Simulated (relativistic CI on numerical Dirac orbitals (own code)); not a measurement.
**What each ingredient does to the levels of Ru XLIII**

Base calculation: Dirac-Coulomb-Breit CI, orbitals from a KLI potential per configuration, QED by a radiative potential, unscaled Slater integrals.

Configurations in the expansion: 1s², 1s2s, 1s2p, 1s3s, 1s3p, 1s3d, 1s4s, 1s4p, 1s4d, 1s4f, 1s5s, 1s5p, 1s5d, 1s5f, 1s5g, 1s6s, 1s6p, 1s6d. Levels of other configurations are missing.

Variants: (1) one mean potential for all configurations. Shifts of the energy above 1s² ¹S0, in eV, for the lowest level and the first level of each name with at least 55 % of one term (blank where a level changes its place among those of its configuration and J or its character, or is not in the variant):

```
    Level     Base  Δ(1)
  1s² ¹S0      0.0   0.0
 1s2s ³S1  19655.3  -0.6
1s2p ³P°0  19714.8  -0.7
1s2p ³P°1  19715.5  -0.6
 1s2s ¹S0  19717.8  +0.2
1s2p ³P°2  19873.4  -0.6
1s2p ¹P°1  19902.1  -0.5
 1s3s ³S1  23338.2  -0.4
1s3p ³P°0  23354.5  -0.5
1s3p ³P°1  23354.7  -0.5
 1s3s ¹S0  23354.9  -0.3
1s3p ³P°2  23401.7  -0.5
 1s3d ³D2  23408.8  -0.4
 1s3d ³D1  23409.5  -0.4
1s3p ¹P°1  23409.8  -0.5
 1s3d ³D3  23424.3  -0.4
 1s3d ¹D2  23425.2  -0.4
 1s4s ³S1  24613.4  -0.4
1s4p ³P°0  24620.1  -0.5
1s4p ³P°1  24620.2  -0.5
 1s4s ¹S0  24620.3  -0.4
1s4p ³P°2  24640.0  -0.4
```

At this charge energies of transitions that change n are usually good to better than 1 %, and those within a shell (Δn = 0) to a few per cent.

Ionisation energy from the two ground configurations alone: base 26227.7 eV. The NIST ASD value (theoretical) is 26229.9 eV.

LS names give the leading component of a level, which can be under half, so a name can repeat, a term be missing and a line seem to break the LS rules.
